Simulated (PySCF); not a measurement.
Energy of Tc²⁺ (technetium, charge +2) between two integer charges

The 4d alpha orbital of [Kr] 4d5 is emptied in steps (occupation f), with all orbitals relaxed, ending at [Kr] 4d4. Computed with PySCF 2.14 in aug-cc-pVTZ-PP with ECP28MDF (6s6p5d3f2g, 88 functions), with scalar relativity through the core potential. The exact energy is a straight line in f; departures are measured from the line between the end points of the same method.

| f | r2SCAN0 (eV) |
| --- | --- |
| 1 | 0.000 |
| 0.9 | -0.372 |
| 0.7 | -0.869 |
| 0.5 | -1.034 |
| 0.3 | -0.868 |
| 0.1 | -0.372 |
| 0 | 0.000 |

```tsv
method	E(f=0) − E(f=1) (eV)	−ε at f=1 (eV)	−ε at f=0.5 (eV)
r2SCAN0	29.868	25.732	29.870
```

Orbital energy along the path (eV):

```tsv
f	r2SCAN0
1	-25.732
0.9	-26.556
0.7	-28.212
0.5	-29.870
0.3	-31.526
0.1	-33.173
0	-33.995
```

Reference removal energy between the ground levels: 29.55 eV (semi-empirical (NIST evaluation); NIST Atomic Spectra Database, ionization energies). The calculation has no spin-orbit coupling. The determinant left behind need not be the lowest term of the ion.
